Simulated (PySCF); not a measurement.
Structure with atom numbers: `[CH3:1][O:2][Si@@H:3]([CH3:4])[OH:5]`. Each H is labelled by its parent atom.

Geometry: PBE0-D3(BJ)/def2-SVP; GIAO shifts from PySCF 2.14.0 with density-fitted response routines, gas phase, non-relativistic, averaged over equivalent atoms.

At WP04/pcSseg-2 (299 basis functions, 35 s wall time on 1 thread of an Arm Neoverse V2, shared host):
```csv
atoms,δ (ppm)
C1,53.7
C4,-2.8
O5,39.5
O2,25.7
Si3,-25.0
H(Si3),4.43
H(C1),3.37
H(O5),1.48
H(C4),0.17
```

Shifts are taken against calculated references (same method and geometry level): ¹³C (σ = 172.10 ppm), ²⁹Si (σ = 328.00 ppm), ¹H (σ = 31.61 ppm) vs TMS; ¹⁷O (σ = 314.06 ppm) against H2O.

Task: Predict the values at mPW1PW91/pcSseg-2 on the same geometry.

Result: 
| atoms | δ at mPW1PW91/pcSseg-2 | change |
| --- | --- | --- |
| C1 | 51.9 | -1.8 |
| C4 | -2.8 | +0.0 |
| O5 | 52.7 | +13.2 |
| O2 | 31.9 | +6.2 |
| Si3 | -8.0 | +17.0 |
| H(Si3) | 5.08 | +0.65 |
| H(C1) | 3.51 | +0.14 |
| H(O5) | 1.47 | -0.01 |
| H(C4) | 0.16 | -0.01 |

Chemical shifts δ = σref − σ; ¹³C (σref 183.53), ²⁹Si (σref 340.01), ¹H (σref 31.29) vs TMS; H2O for ¹⁷O (σref 327.10), all at this level.

The largest change is at Si3 (silicon bonded to C, 2 O, H). Cost: 299 basis functions, 34 s wall time on 1 thread of an Arm Neoverse V2, shared host.

Experimental scales use liquid or dissolved standards, which lie at an offset from isolated H2O (liquid H2O: subtract about 36 ppm).
